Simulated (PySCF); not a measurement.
C3H7Al, SMILES C=C[CH2][AlH2]. Coordinates come from a B3LYP-D3(BJ)/def2-SVP optimisation. The structure was generated by enumeration; whether it is a known compound was not checked. The values are those of a single conformer.

Q: Give the equilibrium geometry at B3LYP-D3(BJ)/def2-SVP (PySCF confirms it by a frequency run) as Cartesian coordinates in Å. (The exact figures need the calculation; the answer reports its results.)

A: One answer among several that fit: 
```xyz
11

Al     0.6752     0.4355     0.9029
C     -0.1974    -1.2678     0.2449
C     -0.8991    -0.2564    -0.5513
C     -0.3181     0.5720    -1.4711
H     -0.8334    -1.8901     0.8813
H      0.5687    -1.8441    -0.2915
H     -1.9099     0.0121    -0.2156
H      0.6685     0.3579    -1.8946
H     -0.8739     1.4071    -1.9024
H     -0.0677     1.3600     1.9475
H      2.1578     0.6489     0.4024
```
